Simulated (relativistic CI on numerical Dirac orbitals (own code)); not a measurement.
**What each ingredient does to the levels of Fe¹⁴⁺**

Base calculation: Dirac-Coulomb-Breit CI, orbitals from a KLI potential per configuration, model QED (radiative potential, 1s self-energy scaled to tabulated hydrogen-like ionisation energies), unscaled Slater integrals.

CI space (outside the closed core [Ne]): 3s², 3s3p, 3p², 3s3d, 3d², 3p3d, 3p4s, 3s4s, 3d4s, 3s4p, 3s4d, 3s4f, 3s5s, 3s5p, 3s5d, 4s², 3s5f, 3s5g, 3s6s, 3s6p, 3s6d. Levels of other configurations are missing.

The lowest level and the first level of each name with at least 55 % of one term (blank where a level has no safe partner in the second run):

| Level | Base (cm⁻¹) | Shift (cm⁻¹) |
| --- | --- | --- |
| 3s² ¹S0 | 0 | 0 |
| 3s3p ³P°0 | 232535 | +1680 |
| 3s3p ³P°1 | 238390 | +1787 |
| 3s3p ³P°2 | 252448 | +1725 |
| 3s3p ¹P°1 | 356479 | +18936 |
| 3p² ³P0 | 556070 | +2808 |
| 3p² ¹D2 | 559618 |  |
| 3p² ³P1 | 565924 | +2404 |
| 3p² ³P2 | 582771 |  |
| 3p² ¹S0 | 665392 | +19276 |
| 3s3d ³D1 | 681954 |  |
| 3s3d ³D2 | 682945 |  |
| 3s3d ³D3 | 684495 |  |
| 3s3d ¹D2 | 774179 |  |

At this charge energies of transitions that change n are usually good to better than 1 %, and those within a shell (Δn = 0) to a few per cent.

**Question.** One thing was changed in a second run, which moved the levels as shown. Which?
A. only the first 3 configurations
B. QED terms removed
C. Breit term removed

**Answer.** A. Only the first 3 configurations. With fewer configurations the levels that remain lose their mixing partners.

LS names give the leading component of a level, which can be under half, so a name can repeat, a term be missing and a line seem to break the LS rules.
